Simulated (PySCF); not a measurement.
**ZnC: from constants to spectrum**

PBE0 constants of ZnC, ³Π (triplet), unpaired electrons σ ↑, π ↑, a second solution, started from another occupation (PySCF, scalar-relativistic core potentials, basis sets Zn cc-pVDZ-PP with ECP10, C cc-pVDZ; masses 63.9291 and 12.0000 u):

```
ωe   : 245.4 cm⁻¹
ωexe : 11.6 cm⁻¹
Be   : 0.33621 cm⁻¹
αe   : 0.0124 cm⁻¹
```

Question: What force constant and bond length do these constants imply?

Answer: Reduced mass μred = 10.103 u; k = 5.8918×10⁻⁷·μred·ωe² (u, cm⁻¹, mdyn/Å) = 0.358 mdyn/Å; Re = √(16.8576/(μred·Be)) (u, cm⁻¹, Å) = 2.228 Å.

Question: Estimate the centrifugal constant D from the Kratzer relation and find the Dunham coefficient a1.

Answer: D = 4Be³/ωe² = 2.52e-06 cm⁻¹; a1 = −1 − αeωe/(6Be²) = -5.49.
